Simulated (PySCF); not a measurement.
Orbital energies, ionisation energy and electron affinity

C₇H₉FGe.
Atom-mapped SMILES: `[CH2:1]=[C:2]([F:3])[Ge@H:4]1[CH:5]=[CH:6][CH:7]=[C:8]1[CH3:9]` (hydrogens: H10, H11 on C1; H12 on Ge4; H13 on C5; H14 on C6; H15 on C7; H16, H17, H18 on C9)

Structure used (PBE0-D3(BJ)/def2-SVP), in Å, numbered top down from 1:
```
atom  x, y, z in Å
C1     3.2509    0.1967    0.0437
C2     2.0291   -0.1513    0.4446
F3     1.7922   -0.3651    1.7479
Ge4    0.4607   -0.3876   -0.6980
C5    -0.4646   -2.0735   -0.4535
C6    -1.6847   -1.7729    0.0331
C7    -2.0228   -0.3518    0.2619
C8    -1.1011    0.5887   -0.0336
C9    -1.2551    2.0575    0.1532
H10    3.4515    0.3741   -1.0136
H11    4.0691    0.3075    0.7616
H12    0.8995   -0.0532   -2.1341
H13   -0.1304   -3.0936   -0.6491
H14   -2.4330   -2.5387    0.2680
H15   -3.0077   -0.0937    0.6704
H16   -1.1390    2.6004   -0.8000
H17   -2.2400    2.3145    0.5739
H18   -0.4808    2.4547    0.8311
```

Level: CAM-B3LYP/def2-SVPD (PySCF). Frontier orbitals with their largest atomic shares (Löwdin; up to four atoms above 4 %):

| orbital | ε (eV) | main atoms |
| --- | --- | --- |
| HOMO−3 | -10.07 | C2 17 %, Ge4 16 %, C5 14 %, C6 12 % |
| HOMO−2 | -9.89 | C8 23 %, Ge4 17 %, C2 13 %, C9 8 % |
| HOMO−1 | -8.89 | C1 32 %, C2 26 %, F3 11 %, C8 7 % |
| HOMO | -7.79 | ? |
| LUMO | -0.32 | C6 20 %, C5 18 %, C8 17 %, C7 16 % |
| LUMO+1 | 0.82 | C1 31 %, C2 28 %, Ge4 12 %, H11 6 % |
| LUMO+2 | 1.16 | Ge4 26 %, C9 12 %, C1 10 %, H12 8 % |

Problem. What vertical ionisation energy does ΔSCF give, and how far is −ε(HOMO) from it?

Solution. ΔSCF: 8.35 eV (806 kJ/mol; threshold wavelength 148 nm); ⟨S²⟩ of the doublet left behind is 0.769, against 0.75 for a pure doublet. −ε(HOMO) is 7.79 eV, 0.56 eV below it. For the exact functional −ε(HOMO) would equal the first vertical ionisation energy; CAM-B3LYP (range-separated hybrid) falls short of its own ΔSCF value by 7 %.

Problem. On which atoms does the HOMO lie?

Solution. C5 (alkene CH carbon) 24 %, C8 (fully substituted alkene carbon) 23 %, C7 (alkene CH carbon) 19 %, C6 (alkene CH carbon) 16 %, so no atom holds as much as 40 %. The HOMO−1 lies 1.10 eV lower.

Problem. And the vertical electron affinity, the fundamental gap, Mulliken's electronegativity and the hardness (with the factor ½)?

Solution. EA = -0.22 eV by ΔSCF (−ε(LUMO) = 0.32 eV); a negative value means that the added electron isn't bound at this geometry and level, and the number then depends on the basis. IE − EA = 8.57 eV against an orbital gap of 7.47 eV; (IE + EA)/2 = 4.06 eV; (IE − EA)/2 = 4.29 eV. Parr's electrophilicity index (IE + EA)²/[8(IE − EA)] is 0.96 eV.

Problem. What total energies stand behind the ΔSCF value?

Solution. E(N) = -2448.35772 Eh and E(N − 1) = -2448.05072 Eh at the same geometry, 0.30700 Eh apart. With one more electron, E(N + 1) = -2448.34949 Eh.

Problem. The lowest singlet excitation (vertical TDDFT, same level) lies at 4.36 eV. How far is it below IE − EA?

Solution. IE − EA = 8.57 eV, so by 4.21 eV.

Problem. Shift the occupied levels rigidly so that −ε(HOMO) equals the ΔSCF value. What binding energies result?

Solution. The shift is +0.56 eV: HOMO 8.35, HOMO−1 9.45, HOMO−2 10.45, HOMO−3 10.63 eV. A rigid shift is only a rough guide to the deeper ionisations.

Problem. What kinetic energy would electrons from this vertical process carry with Lyman-α light (10.199 eV)?

Solution. 10.20 − 8.35 = 1.85 eV.

Isolated species at its PBE0-D3(BJ)/def2-SVP geometry (one conformer only). The calculation is non-relativistic, for germanium too.
